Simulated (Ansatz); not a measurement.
Coupled-cluster diagnostics for Nb₂B₂, Ansatz.

Geometry of the singlet (r2SCAN-D4/def2-TZVP):

| atom | x (Å) | y (Å) | z (Å) |
| --- | --- | --- | --- |
| Nb1 | -0.056 | -1.389 | 0.583 |
| Nb2 | -1.385 | -0.097 | -0.587 |
| B3 | 1.186 | 0.290 | 0.412 |
| B4 | 0.255 | 1.196 | -0.408 |

In the def2 sets Nb takes a core potential; there is no spin–orbit coupling. Correlated methods freeze 2 core orbitals; core or outer-core shells of Nb are correlated, in sets that lack core-valence functions. At PBE0-D4/def2-TZVP a triplet of charge 0 lies 0.50 eV below the restricted singlet, each at its own geometry. The structure comes from a short search, and lower isomers may exist.

**Question.** Estimate the CCSD(T) correlation energy, the shares of MP2 and (T), T1 and the reference's ⟨S²⟩ for: charge 0, singlet, own geometry in def2-TZVPP; and the rough time on 2 threads of Arm Neoverse V2 on a shared host.

**Answer.** 
```json
{"state": "charge 0, singlet, own geometry", "basis": "def2-TZVPP", "correlation (eV)": "-33.809", "MP2 share (%)": "107.4", "(T) share (%)": "9.2", "T1": "0.070", "⟨S²⟩ (pure)": "0.00 (0.00)", "wall time": "4.2 min", "remarks": "large T1, restricted SCF unstable at other levels, stability undecided"}
```
Customary marks for T1 are 0.02 (closed shells), 0.045 (open shells) and about 0.05 (3d metals). T1 exceeds 0.02 in 1 of 1 rows and 0.045 in 1; the higher it lies, the less the single-reference result can be trusted.
